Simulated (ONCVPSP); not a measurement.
# Which change was made? (Cr, ONCV)

* Element: Cr
* Generator: ONCVPSP 4.0.1
* Type: optimised norm-conserving Vanderbilt (ONCV)
* Functional: PBE
* Relativity: scalar-relativistic
* Frozen core: [Ne]
* Valence charge: 14
* Reference configuration: 3s2 3p6 3d5 (charge +1)
* Partial waves: 3s: rc 0.95 bohr, ncon 3, nbas 7, qcut 5.6 1/bohr, 2 projectors, debl 2.1 Ha; 3p: rc 1.05 bohr, ncon 3, nbas 7, qcut 7.4 1/bohr, 2 projectors, debl 0.7 Ha; 3d: rc 2.05 bohr, ncon 4, nbas 8, qcut 6 1/bohr, 2 projectors, debl 1.4 Ha
* Local potential: polynomial inside 0.60 bohr (lpopt 5, dvloc0 0 Ha)
* Core correction: none

In the s channel the program set the typed energies aside and used -2.976, 0.250 Ha. In the p channel the program set the typed energies aside and used -1.928, 0.250 Ha.

Cutoffs, loose and tight: the cutoffs (Ha) at which the residual kinetic energy of the hardest occupied pseudo-wave falls to 1 and 0.1 mHa per electron. They do not see the model core or the augmentation charge, which bear on the density cutoff. Test errors are all-electron minus pseudo excitation energies from the reference, over the configurations 3s2 3p6 3d5 4s1; 3s2 3p6 3d4; 3s2 3p6 3d3; 3s2 3p6 3d5 4s0.5; variants that change the core or the reference have their own tests.

The base gives: outcome: generated, projector energies reset by the program; bound ghosts: none; GHOST(+) flags above zero: s; largest test error (meV): +697.

**Question.** After one change the result is: outcome: generated, projector energies reset by the program; cutoff, loose: 91 Ha; cutoff, tight: 151 Ha; bound ghosts: none; GHOST(+) flags above zero: s; largest test error (meV): +1282. Which change was it?
A. all radii scaled by about 0.80 (s 0.76, p 0.84, d 1.62 bohr); local potential polynomial inside 0.48 bohr (lpopt 5, dvloc0 0 Ha)
B. all radii scaled by about 1.22 (s 1.16, p 1.28, d 2.50 bohr); local potential polynomial inside 0.74 bohr (lpopt 5, dvloc0 0 Ha)
C. all radii scaled by about 1.08 (s 1.02, p 1.14, d 2.22 bohr); local potential polynomial inside 0.64 bohr (lpopt 5, dvloc0 0 Ha)

**Answer.** B. The others give: all radii scaled by about 0.80 (s 0.76, p 0.84, d 1.62 bohr); local potential polynomial inside 0.48 bohr (lpopt 5, dvloc0 0 Ha) → outcome: generated, projector energies reset by the program; bound ghosts: none; GHOST(+) flags above zero: s, d; largest test error (meV): +307 | all radii scaled by about 1.08 (s 1.02, p 1.14, d 2.22 bohr); local potential polynomial inside 0.64 bohr (lpopt 5, dvloc0 0 Ha) → outcome: generated, projector energies reset by the program; bound ghosts: none; GHOST(+) flags above zero: s; largest test error (meV): +901.
